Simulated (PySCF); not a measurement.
In(Cl)(Me)(OMe) (C2H6ClInO), SMILES [O](C)[In]([Cl])[CH3]. Atoms are numbered in the order given.

```xyz
11

In     0.0701     0.1878     0.0744
Cl    -0.3956    -1.0521     2.0329
C      0.8236     2.2138     0.0828
H      1.0387     2.5379    -0.9437
H      1.7372     2.2398     0.6920
H      0.0611     2.8626     0.5351
O     -0.3437    -0.9584    -1.5176
C     -0.2053    -0.5443    -2.8501
H      0.4510    -1.2416    -3.4063
H     -1.1861    -0.5383    -3.3649
H      0.2282     0.4711    -2.9743
```

Coordinates come from a B3LYP-D3(BJ)/def2-SVP optimisation. The structure was generated by enumeration; whether it is a known compound was not checked. The def2 effective core potentials stand for the cores of In; spin–orbit coupling is left out. One conformer was computed; it need not be the lowest.

Calculation: TDDFT-B3LYP/def2-SVPD (PySCF).

Vertical excitations. 

| state | energy (eV) | λ (nm) | f | main pairs |
|---|---|---|---|---|
| S1 | 4.41 | 281 | 0.005 | HOMO→LUMO 99 % |
| S2 | 4.77 | 260 | 0.028 | HOMO−1→LUMO 66 %, HOMO→LUMO+1 31 % |
| S3 | 5.02 | 247 | 0.000 | HOMO−1→LUMO+1 100 % |
| S4 | 5.36 | 231 | 0.150 | HOMO→LUMO+1 51 %, HOMO−1→LUMO 26 %, HOMO−2→LUMO 19 % |
| S5 | 5.44 | 228 | 0.017 | HOMO−2→LUMO 79 %, HOMO→LUMO+1 15 % |
| S6 | 5.58 | 222 | 0.020 | HOMO−3→LUMO 98 % |
| S7 | 5.86 | 211 | 0.002 | HOMO−2→LUMO+1 99 % |
| S8 | 6.14 | 202 | 0.011 | HOMO−3→LUMO+1 76 %, HOMO−4→LUMO 22 % |
| S9 | 6.43 | 193 | 0.007 | HOMO−4→LUMO+1 99 % |
| S10 | 6.55 | 189 | 0.003 | HOMO→LUMO+2 93 % |
| T1 | 4.11 | 301 | 0 | HOMO→LUMO 96 % |
| T2 | 4.17 | 297 | 0 | HOMO−1→LUMO 94 % |
| T3 | 4.56 | 272 | 0 | HOMO→LUMO+1 97 % |
| T4 | 4.88 | 254 | 0 | HOMO−1→LUMO+1 98 % |
Triplets are in the Tamm–Dancoff approximation, which puts them higher than full response would, so one can lie above its singlet here.
